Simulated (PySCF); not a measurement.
How methods differ on the electron affinity of Bi

Bi- [Xe] 4f14 5d10 6s2 6p4 (3P) → Bi [Xe] 4f14 5d10 6s2 6p3 (4S), as a difference of total energies. Calculation: PySCF 2.14, in aug-cc-pVTZ-DK3; the spin-free X2C one-electron Hamiltonian (Gaussian nucleus). Correlated levels: valence: [Xe] 4f14 5d10 frozen. The calculations carry no spin-orbit coupling.

```json
{"method": "UHF", "electron affinity (eV)": "-0.184"}
{"method": "MP2 (valence)", "electron affinity (eV)": "0.502"}
{"method": "SCS-MP2 (valence)", "electron affinity (eV)": "0.556"}
{"method": "CCSD (valence)", "electron affinity (eV)": "0.604"}
{"method": "CCSD(T) (valence)", "electron affinity (eV)": "0.658"}
```

Spin-orbit coupling is strong in these open shells (close to jj coupling). The scalar numbers leave it out and a first-order estimate fails, so it can dominate the gap to the real levels.

Errors of the correlated levels include the incompleteness of this basis and the frozen core.

A negative affinity means that the anion lies above the atom at that level of theory.

For comparison: 0.942 eV (measured; photodetachment measurements, as compiled on the Wikipedia data page of electron affinities).
